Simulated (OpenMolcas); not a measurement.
Ti3+: effect of the metal basis and ligand basis

Ti3+ with 6 ligands (chloride) in octahedral coordination (Oh) at 2.43 Å. A charge of +0.5 e stands 3.2 Å behind each ligand.

```
Program             : OpenMolcas
Method              : SS-CASPT2, IPEA 0.25 Eh, imaginary shift 0.1 Eh (closed shells correlated: 3s 3p and the ligand valence shells)
Spin-orbit coupling : state interaction with AMFI integrals over the reference wave functions
```

Fixed: active space 1 electron in 5 orbitals (3d), DKH2 Hamiltonian.

States (labels of O, the rotations of Oh). Energies in cm-1 above the lowest state or level, χT in cm3 K/mol; under a threefold ground state the first gap can be a small split of the lowest multiplet, not the spin-orbit step; 10Dq is the gap between the two states.

```tsv
Run	Metal basis	Ligand basis	Ground state	First state of that spin	10Dq	First gap with spin-orbit (degeneracies)	χT at 300 K	Cost
A	ANO-RCC-VDZP	ANO-RCC-VDZP	2T2	2E 12030	12032	210 (4, 2)	0.451	roughly 11 core-seconds
B	ANO-RCC-VTZP	ANO-RCC-VTZP	2T2	2E 11870	11873	220 (4, 2)	0.452	roughly 90 core-seconds
```

Against A, |10Dq| changes by -1.3 % in B.

Costs are those of the CASPT2 steps.

Roots that are degenerate in the reference are averaged as groups; the widest CASPT2 spread within a group is 11 cm-1 (the 2-fold group of multiplicity 2 near 11900 cm-1 above the lowest state of its run, B). Shifts and gaps below about the spread of the groups concerned are not significant. Over all roots computed the reference weight is 0.68 in A, 0.64 in B; a low but even weight reflects the number of correlated electrons. An orbital triplet at a regular site is open to Jahn-Teller coupling, which can distort the site and quench the lowest spin-orbit gaps and is left out. Ligand-to-metal charge-transfer states are missing. With one d shell and no ligand orbital active, 10Dq can be off by a tenth or more. The least metal-like active orbital is 84 % on the metal (Löwdin) and no ligand orbital is active, so the numbers are rough (holds for B). No measured value stands beside these numbers; the geometry is a model, was not optimised and need not be the one that this ion takes.
